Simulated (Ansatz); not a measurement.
Harmonic vibrations of NiO₂ by finite differences.

```yaml
crystal:
  periodic: [false, false, false]
  atoms:
    - {symbol: Ni, position_ang: [0.163008, -0.059805, 0.033991]}
    - {symbol: O, position_ang: [-0.002161, -0.571180, -1.455134]}
    - {symbol: O, position_ang: [-0.160857, 0.630974, 1.421152]}
basis:
  gaussian: {orbitals: def2-TZVP}
hamiltonian: {xc: r2scan, dispersion: d4}
scf: {omitted_lower_state_checks: [starts]}
phonons: {temperatures: {t_min: 298.15, t_max: 900, t_step: 200}}
```

```sh
$ ansatz run in.yaml --threads 4 --pin off --events-out ev --progress --plain --max-ram 3916MiB
```

Shortened log:

```
Functional definition: r2SCAN
mean field -45134.10948497 eV, -1658.6479305743 hartree, gradient 3.8e-5 eV, S^2 0.000000; 0 other end points of the search recorded, 0 dependent functions left out
mean field -45134.10938882 eV, -1658.6479270409 hartree, gradient 1.1e-6 eV, S^2 0.000000; 0 other end points of the search recorded, 0 dependent functions left out
mean field -45134.10938781 eV, -1658.6479270039 hartree, gradient 1.1e-6 eV, S^2 0.000000; 0 other end points of the search recorded, 0 dependent functions left out
mean field -45134.10948429 eV, -1658.6479305495 hartree, gradient 1.8e-6 eV, S^2 0.000000; 0 other end points of the search recorded, 0 dependent functions left out
mean field -45134.10948397 eV, -1658.6479305376 hartree, gradient 1.9e-6 eV, S^2 0.000000; 0 other end points of the search recorded, 0 dependent functions left out
mean field -45134.10941267 eV, -1658.6479279175 hartree, gradient 1.1e-6 eV, S^2 0.000000; 0 other end points of the search recorded, 0 dependent functions left out
mean field -45134.10941651 eV, -1658.6479280587 hartree, gradient 1.1e-6 eV, S^2 0.000000; 0 other end points of the search recorded, 0 dependent functions left out
Total energy: -45134.11823456 eV, -1658.6482521161 hartree
Atom 0 at     0.163008    -0.059805     0.033991 Å, force     0.000058    -0.000021     0.000012 eV/Å
Atom 1 at    -0.002161    -0.571180    -1.455134 Å, force    -0.000032     0.000032     0.000045 eV/Å
Atom 2 at    -0.160857     0.630974     1.421152 Å, force    -0.000026    -0.000011    -0.000057 eV/Å
Dipole moment:     0.127438    -0.046751     0.026571 e Å
Vibrations: 109.12 878.20 1089.42 cm⁻¹, zero-point energy 0.128741 eV
Checks for a lower state left out: starts
```

Hardware: 4 threads of INTEL XEON PLATINUM 8581C on a shared host. Wall time 3.2 s.

The restricted singlet is unstable: a solution with broken spin symmetry lies lower. The geometry of the singlet was relaxed on an unsound state (restricted singlet, unstable towards broken spin symmetry). At PBE0-D4/def2-TZVP a triplet of charge 0 lies 0.91 eV below the restricted singlet, each at its own geometry. That triplet is doubtful there (⟨S²⟩ 2.86, where a pure state has 2.00). Another isomer (singlet) lies 0.43 eV lower at PBE0-D4/def2-TZVP.
